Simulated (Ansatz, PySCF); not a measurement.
Breaking the Si1–H3 bond in BrH3Si (SMILES [SiH3]Br) (multiplicity 1 held, fragments rigid). Energies count from the point at 1.476 Å.
Geometry at that point (charge 0, multiplicity 1):
```json
[
 {"atom": "Si", "x (Å)": "-1.4770", "y (Å)": "0.0448", "z (Å)": "0.0178"},
 {"atom": "Br", "x (Å)": "0.7572", "y (Å)": "-0.0230", "z (Å)": "-0.0091"},
 {"atom": "H", "x (Å)": "-1.9032", "y (Å)": "1.4226", "z (Å)": "-0.2939"},
 {"atom": "H", "x (Å)": "-1.9369", "y (Å)": "-0.3488", "z (Å)": "1.3635"},
 {"atom": "H", "x (Å)": "-1.9821", "y (Å)": "-0.8973", "z (Å)": "-0.9993"}
]
```

Restricted levels (R-, RO-) in cc, def2 and unpolarised 6-31G sets keep to the state of the molecule at rest. Active spaces are followed from a long bond inwards. Levels need not reach the same state.

Frozen-core correlation. Filled d and f shells under p-block atoms count as core. Rows in 3-21G carry no dispersion term and start afresh at each structure; the Pople sets are all-electron and without relativity.

Run with Ansatz (Gaussian basis) for Hartree–Fock, density functionals and correlated methods; PySCF for 3-21G rows. 

Energies in kcal/mol.

```
R (Å)  R-HF/3-21G  R-r2SCAN/def2-TZVPP  R-CCSD/def2-TZVPP  FIC-MRCISD on CASSCF(2,2)/def2-TZVPP  FIC-MRCISD+Q on CASSCF(2,2)/def2-TZVPP
-----  ----------  -------------------  -----------------  ------------------------------------  --------------------------------------
1.180        32.0                 30.0               29.5                                  29.7                                    29.6
1.328         6.4                  6.0                5.7                                   5.8                                     5.7
1.476         0.0                  0.0                0.0                                   0.0                                     0.0
1.623         3.8                  3.6                4.0                                   3.8                                     3.9
1.771        12.8                 11.9               12.8                                  12.5                                    12.6
1.992        30.1                 28.1               29.6                                  28.8                                    29.0
2.213        48.8                 44.9               46.6                                  45.1                                    45.5
2.582        79.1                 69.7               70.5                                  67.3                                    67.9
2.951       105.5                 88.8               86.8                                  81.4                                    82.2
3.394       131.4                105.1               97.8                                  89.6                                    90.5
3.984       156.8                118.2              103.8                                  92.9                                    93.9
4.722       176.6                126.3              106.1                                  93.7                                    94.8
```

Doubts at one or more of the structures used: a restricted determinant that unrestricted orbitals would lower (R-HF/3-21G, R-r2SCAN/def2-TZVPP, R-CCSD/def2-TZVPP); other coupled-cluster roots lie near (R-CCSD/def2-TZVPP); T1 above 0.05 (R-CCSD/def2-TZVPP).

Ansatz is a program for electronic structure.
